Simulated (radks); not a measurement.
Eu23+, 40 electrons, occupied as [Kr] 4d4. Calculated with a radial shooting solver on a logarithmic mesh with Libxc functionals: scalar-relativistic Kohn-Sham, BLYP, spin-polarised, spherical densities, finite nucleus; open shells are filled with parallel spins first (spin-orbit coupling, left out, can overturn this in heavy ions); Fermi nuclear charge, rms radius 5.1115 fm.

X-ray form factor f0, the Fourier transform of the density (f0(0) = 40):

sin(theta)/lambda (1/angstrom),f0 (electrons)
0.05,39.902
0.1,39.611
0.15,39.134
0.2,38.485
0.25,37.678
0.3,36.735
0.4,34.529
0.5,32.056
0.6,29.502
0.8,24.724
1,20.893
1.25,17.476
1.5,15.033
2,11.220
